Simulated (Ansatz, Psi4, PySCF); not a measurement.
CH5Si, doublet, at a GFN2-xTB geometry. Base run: PySCF with MP2/6-31G*.

The PySCF input:
```python
from pyscf import gto, scf, mp

mol = gto.M(
    atom='''
C    -0.00961888    0.08558394   -1.20792711
Si    0.00693370    0.02337297    0.68442733
H    -0.03432110   -0.91899655   -1.62856536
H    -0.87992760    0.61839322   -1.58117006
H     0.87474746    0.58217174   -1.59770913
H    -1.21559465   -0.53605201    1.24797082
H     1.21573735   -0.58624162    1.22505378
''',
    basis='6-31g*',
    spin=1,
    verbose=4,
)

mf = scf.UHF(mol)
mf.kernel()

pt = mp.MP2(mf)
pt.kernel()
print('E(MP2) = %.10f' % pt.e_tot)
```

The same geometry, method and basis name were run in Ansatz (an electronic-structure program) and Psi4 and PySCF, at each program's defaults and at the settings that a row names. The base is PySCF at its defaults. Differences at the defaults can come from grids, fitting, cores and function types together.

| code and settings | ΔE vs base (µEh) | basis functions | E (Eh) | SCF cycles |
|---|---|---|---|---|
| PySCF, defaults (exact integrals, spherical functions, all electrons correlated) | 0.0 | 42 | -329.85644 | 11 |
| Psi4, defaults (density fitting with its default set, Cartesian functions, all electrons correlated) | -8552 | 44 | -329.86499 | 13 |
| Ansatz, defaults (factorised integrals, Cartesian functions, frozen core) | 6311 | 44 | -329.85013 | - |
| PySCF, frozen core | 9015 | 42 | -329.84743 | 11 |
| Psi4, exact integrals, spherical functions, frozen core | 9015 | 42 | -329.84743 | 13 |
| Ansatz, high accuracy, frozen core, Cartesian functions as the basis file defines them | 6308 | 44 | -329.85013 | - |

Open shells are given as the SCF converged; they aren't shown to be the lowest states, and a large step between rows can be another state.
